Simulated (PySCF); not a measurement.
AlCl₃, singlet, geometry from GFN2-xTB (such geometries of metal compounds can be far from the true shape), atoms displaced at random by about 0.08 Å a coordinate; PySCF with B3LYP/6-31G, gradient by finite differences.

PySCF was given this input:
```python
from pyscf import gto, scf, dft

mol = gto.Mole()
mol.atom = '''
    Al   -0.00306678   -0.07088428   -0.05623879
    Cl    0.12419348    1.99419527    0.02929276
    Cl    1.72940593   -1.12782246   -0.04541196
    Cl   -1.90618709   -0.96380651    0.03350364
'''
mol.basis = '6-31g'
mol.verbose = 4
mol.build()

mf = dft.RKS(mol)
mf.xc = 'b3lyp'
mf.conv_tol = 1e-11
mf.kernel()
scan, done = mf.as_scanner(), []
scan.scf_summary = {}
def energy(d):
    c = mol.atom_coords()
    c[0, 0] += d
    e = scan(mol.set_geom_(c, unit='Bohr', inplace=False))
    done.append(scan.converged)
    return e
h = 0.05
fd = (energy(h) - energy(-h)) / (2 * h)
print('dE/dx =', fd)
```

The log (banner, timings and long lists left out):

```
PySCF version 2.14.0

[INPUT] verbose = 4
[INPUT] num. atoms = 4
[INPUT] num. electrons = 64
[INPUT] charge = 0
[INPUT] spin (= nelec alpha-beta = 2S) = 0
[INPUT] symmetry False subgroup None
[INPUT] Mole.unit = angstrom
[INPUT] Symbol           X                Y                Z      unit          X                Y                Z       unit  Magmom
[...]
nuclear repulsion = 297.874909136311
number of shells = 28
number of NR pGTOs = 184
number of NR cGTOs = 52
basis = 6-31g
ecp = {}

******** <class 'pyscf.dft.rks.RKS'> ********
method = RKS
initial guess = minao
damping factor = 0
level_shift factor = 0
DIIS = <class 'pyscf.scf.diis.CDIIS'>
diis_start_cycle = 1
diis_space = 8
diis_damp = 0
SCF conv_tol = 1e-11
SCF conv_tol_grad = None
SCF max_cycles = 50
direct_scf = True
direct_scf_tol = 1e-13
XC library pyscf.dft.libxc version 7.1.2
    S. Lehtola, C. Steigemann, M. J. T. Oliveira, and M. A. L. Marques,  SoftwareX 7, 1–5 (2018)
XC functionals = b3lyp
    P. J. Stephens, F. J. Devlin, C. F. Chabalowski, and M. J. Frisch,  J. Phys. Chem. 98, 11623 (1994)
radial grids:
    Treutler-Ahlrichs [JCP 102, 346 (1995); DOI:10.1063/1.469408] (M4) radial grids

becke partition: Becke, JCP 88, 2547 (1988); DOI:10.1063/1.454033
pruning grids: <function nwchem_prune>
grids dens level: 3
symmetrized grids: False
atomic radii adjust function: <function treutler_atomic_radii_adjust>
small_rho_cutoff = 0
Set gradient conv threshold to 3.16228e-06
Initial guess from minao.
tot grids = 75824
init E= -1623.50328313955
[...]
cycle= 1 E= -1623.04627453751  delta_E= 0.457  |g|= 0.442  |ddm|= 2.12
[...]
cycle= 2 E= -1623.01541701139  delta_E= 0.0309  |g|= 0.566  |ddm|= 1.88
[...]
cycle= 3 E= -1623.13215199935  delta_E= -0.117  |g|= 0.0112  |ddm|= 0.979
[...]
cycle= 4 E= -1623.13217807602  delta_E= -2.61e-05  |g|= 0.00834  |ddm|= 0.0344
[...]
cycle= 5 E= -1623.13220165426  delta_E= -2.36e-05  |g|= 0.00113  |ddm|= 0.0141
[...]
cycle= 6 E= -1623.13220207983  delta_E= -4.26e-07  |g|= 0.00011  |ddm|= 0.00223
[...]
cycle= 7 E= -1623.13220208569  delta_E= -5.86e-09  |g|= 3.27e-05  |ddm|= 0.000322
[...]
cycle= 8 E= -1623.13220208603  delta_E= -3.37e-10  |g|= 9.68e-06  |ddm|= 6.43e-05
[...]
cycle= 9 E= -1623.13220208606  delta_E= -3.91e-11  |g|= 2.79e-07  |ddm|= 1.65e-05
[...]
cycle= 10 E= -1623.13220208606  delta_E= 7.73e-12  |g|= 2.36e-08  |ddm|= 7.82e-07
[...]
Extra cycle  E= -1623.13220208606  delta_E= -6.82e-12  |g|= 2.33e-08  |ddm|= 1.02e-07
converged SCF energy = -1623.13220208606
Create scanner for <class 'pyscf.dft.rks.RKS'>

WARN: Mole.unit (angstrom) is changed to Bohr

New geometry
   1 Al     0.023392080546  -0.070884280000  -0.056238790000 AA    0.044204625716  -0.133951875737  -0.106275910677 Bohr
   2 Cl     0.124193480000   1.994195270000   0.029292760000 AA    0.234691663657   3.768482899203   0.055355293833 Bohr
   3 Cl     1.729405930000  -1.127822460000  -0.045411960000 AA    3.268103565899  -2.131275566533  -0.085816167180 Bohr
   4 Cl    -1.906187090000  -0.963806510000   0.033503640000 AA   -3.602171542282  -1.821330340973   0.063312703776 Bohr

******** <class 'pyscf.scf.hf.RKS_Scanner'> ********
method = RKS_Scanner
initial guess = minao
damping factor = 0
level_shift factor = 0
DIIS = <class 'pyscf.scf.diis.CDIIS'>
diis_start_cycle = 1
diis_space = 8
diis_damp = 0
SCF conv_tol = 1e-11
SCF conv_tol_grad = None
SCF max_cycles = 50
direct_scf = True
direct_scf_tol = 1e-13
XC library pyscf.dft.libxc version 7.1.2
    S. Lehtola, C. Steigemann, M. J. T. Oliveira, and M. A. L. Marques,  SoftwareX 7, 1–5 (2018)
XC functionals = b3lyp
    P. J. Stephens, F. J. Devlin, C. F. Chabalowski, and M. J. Frisch,  J. Phys. Chem. 98, 11623 (1994)
radial grids:
    Treutler-Ahlrichs [JCP 102, 346 (1995); DOI:10.1063/1.469408] (M4) radial grids

becke partition: Becke, JCP 88, 2547 (1988); DOI:10.1063/1.454033
pruning grids: <function nwchem_prune>
grids dens level: 3
symmetrized grids: False
atomic radii adjust function: <function treutler_atomic_radii_adjust>
small_rho_cutoff = 0
Set gradient conv threshold to 3.16228e-06
tot grids = 75824
init E= -1623.13105885549
[...]
cycle= 1 E= -1623.13043218707  delta_E= 0.000627  |g|= 0.0112  |ddm|= 0.06
[...]
cycle= 2 E= -1623.13041143327  delta_E= 2.08e-05  |g|= 0.0147  |ddm|= 0.0419
[...]
cycle= 3 E= -1623.13048659929  delta_E= -7.52e-05  |g|= 0.000363  |ddm|= 0.0222
[...]
cycle= 4 E= -1623.13048664537  delta_E= -4.61e-08  |g|= 0.000176  |ddm|= 0.001
[...]
cycle= 5 E= -1623.13048665649  delta_E= -1.11e-08  |g|= 3.28e-05  |ddm|= 0.000343
[...]
cycle= 6 E= -1623.13048665687  delta_E= -3.72e-10  |g|= 8.07e-06  |ddm|= 6.67e-05
[...]
cycle= 7 E= -1623.13048665689  delta_E= -2.32e-11  |g|= 2.53e-06  |ddm|= 1.96e-05
[...]
cycle= 8 E= -1623.1304866569  delta_E= -6.37e-12  |g|= 2.43e-07  |ddm|= 4.21e-06
[...]
Extra cycle  E= -1623.1304866569  delta_E= -1.82e-12  |g|= 2e-07  |ddm|= 8.9e-07
converged SCF energy = -1623.1304866569

WARN: Mole.unit (angstrom) is changed to Bohr

New geometry
   1 Al    -0.029525640546  -0.070884280000  -0.056238790000 AA   -0.055795374284  -0.133951875737  -0.106275910677 Bohr
   2 Cl     0.124193480000   1.994195270000   0.029292760000 AA    0.234691663657   3.768482899203   0.055355293833 Bohr
   3 Cl     1.729405930000  -1.127822460000  -0.045411960000 AA    3.268103565899  -2.131275566533  -0.085816167180 Bohr
   4 Cl    -1.906187090000  -0.963806510000   0.033503640000 AA   -3.602171542282  -1.821330340973   0.063312703776 Bohr

******** <class 'pyscf.scf.hf.RKS_Scanner'> ********
method = RKS_Scanner
initial guess = minao
damping factor = 0
level_shift factor = 0
DIIS = <class 'pyscf.scf.diis.CDIIS'>
diis_start_cycle = 1
diis_space = 8
diis_damp = 0
SCF conv_tol = 1e-11
SCF conv_tol_grad = None
SCF max_cycles = 50
direct_scf = True
direct_scf_tol = 1e-13
XC library pyscf.dft.libxc version 7.1.2
    S. Lehtola, C. Steigemann, M. J. T. Oliveira, and M. A. L. Marques,  SoftwareX 7, 1–5 (2018)
XC functionals = b3lyp
    P. J. Stephens, F. J. Devlin, C. F. Chabalowski, and M. J. Frisch,  J. Phys. Chem. 98, 11623 (1994)
radial grids:
    Treutler-Ahlrichs [JCP 102, 346 (1995); DOI:10.1063/1.469408] (M4) radial grids

becke partition: Becke, JCP 88, 2547 (1988); DOI:10.1063/1.454033
pruning grids: <function nwchem_prune>
grids dens level: 3
symmetrized grids: False
atomic radii adjust function: <function treutler_atomic_radii_adjust>
small_rho_cutoff = 0
Set gradient conv threshold to 3.16228e-06
tot grids = 75824
init E= -1623.13320732269
[...]
cycle= 1 E= -1623.13287514385  delta_E= 0.000332  |g|= 0.0225  |ddm|= 0.12
[...]
cycle= 2 E= -1623.13279449491  delta_E= 8.06e-05  |g|= 0.0294  |ddm|= 0.0837
[...]
cycle= 3 E= -1623.13309432447  delta_E= -0.0003  |g|= 0.00066  |ddm|= 0.0443
[...]
cycle= 4 E= -1623.13309451602  delta_E= -1.92e-07  |g|= 6.25e-05  |ddm|= 0.00161
[...]
cycle= 5 E= -1623.13309451676  delta_E= -7.41e-10  |g|= 6.03e-05  |ddm|= 0.000227
[...]
cycle= 6 E= -1623.133094518  delta_E= -1.25e-09  |g|= 4.03e-06  |ddm|= 9.82e-05
[...]
cycle= 7 E= -1623.13309451801  delta_E= -2.73e-12  |g|= 2.16e-06  |ddm|= 9.97e-06
[...]
Extra cycle  E= -1623.13309451801  delta_E= 1.36e-12  |g|= 2.48e-06  |ddm|= 7.12e-06
converged SCF energy = -1623.13309451801
dE/dx = 0.02607861108117504
```
